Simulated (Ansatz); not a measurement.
`FC[SiH2]CS` and `CC[SiH2]CS` differ in one atom or group.

Ansatz, PBE0-D4/def2-TZVP geometries, multiplicity 1. Each molecule was computed in one conformer, which needn't be the lowest.

```tsv
property	`FC[SiH2]CS`
LUMO energy (PBE/def2-TZVPP) / eV	-0.88
size of the dipole moment (ωB97M-V/def2-TZVPP) / D	1.74
LUMO energy (B3LYP/def2-TZVPP) / eV	-0.22
LUMO energy (ωB97M-V/def2-TZVPP) / eV	1.73
size of the dipole moment (B3LYP/def2-TZVPP) / D	1.75
HOMO energy (B3LYP/def2-TZVPP) / eV	-6.68
```

**Question.** Give the same properties after the change, and the shifts. (Best estimate.)

**Answer.** Ansatz gave: 
```
                                          property  `CC[SiH2]CS`  shift
                 LUMO energy (PBE/def2-TZVPP) / eV         -0.60   0.28
size of the dipole moment (ωB97M-V/def2-TZVPP) / D          1.45  -0.29
               LUMO energy (B3LYP/def2-TZVPP) / eV          0.05   0.27
             LUMO energy (ωB97M-V/def2-TZVPP) / eV          2.01   0.28
  size of the dipole moment (B3LYP/def2-TZVPP) / D          1.46  -0.29
               HOMO energy (B3LYP/def2-TZVPP) / eV         -6.49   0.19
```

With PBE0 the HOMO rises by 0.19 eV and the LUMO rises by 0.29 eV, so the gap widens by about 0.10 eV. PBE moves the HOMO by 0.19 eV and ωB97M-V by 0.19 eV. Dipoles are sizes alone; their direction can turn.

B3LYP here is the variant with VWN-RPA as its local correlation; programs differ in this.
